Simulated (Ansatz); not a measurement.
Relaxation of Cl5F2HMo (9 atoms, charge 0, multiplicity 1), to a largest force component of 0.03 eV/Å in at most 50 steps.

Method: RKS PBE/def2-SVP (Ansatz).

```xyz
9
Properties=species:S:1:pos:R:3
Mo -0.069 -0.019 -0.220
F 0.065 0.103 1.590
Cl 2.213 -0.125 -0.455
Cl -0.144 2.244 -0.519
Cl -2.375 -0.078 0.070
F -0.072 -1.872 0.040
Cl -0.360 -0.403 -2.483
Cl 1.965 2.043 1.827
H 1.346 1.322 2.763
```

Where does it end, and by what steps?

The run converged. The force dipped under the threshold on the way, but the program's further checks kept it going. After 18 steps the energy has fallen by 0.397 eV; Cl8 moved furthest, 0.86 Å.

| step | energy less start (eV) | largest force component (eV/Å) | accepted |
| --- | --- | --- | --- |
| 0 | 0.0000 | 2.044 | yes |
| 1 | -0.2479 | 0.776 | yes |
| 2 | -0.3259 | 0.479 | yes |
| 3 | -0.3652 | 0.317 | yes |
| 4 | -0.3769 | 0.130 | yes |
| 5 | -0.3788 | 0.111 | yes |
| 6 | -0.3619 | 0.838 | no |
| 7 | -0.3841 | 0.043 | yes |
| 8 | -0.3864 | 0.210 | yes |
| 9 | -0.3900 | 0.019 | yes |
| 10 | -0.3893 | 0.076 | no |
| 11 | -0.3907 | 0.030 | yes |
| 12 | -0.3909 | 0.071 | yes |
| 13 | -0.3917 | 0.032 | yes |
| 14 | -0.3921 | 0.018 | yes |
| 15 | -0.3925 | 0.014 | yes |
| 16 | -0.3932 | 0.157 | yes |
| 17 | -0.3945 | 0.066 | yes |
| 18 | -0.3966 | 0.013 | yes |

```xyz
9
Properties=species:S:1:pos:R:3
Mo -0.184 -0.036 -0.312
F -0.055 0.334 1.539
Cl 2.111 0.085 -0.432
Cl -0.379 2.214 -0.719
Cl -2.468 -0.244 -0.030
F -0.014 -1.836 0.141
Cl -0.358 -0.575 -2.532
Cl 2.518 1.970 2.478
H 1.398 1.304 2.480
```

Whether the end is a true minimum wasn't checked by a vibrational analysis.

Time of the run: 66 s on 4 threads of Arm Neoverse V1 (shared host), peak memory 0.28 GiB.
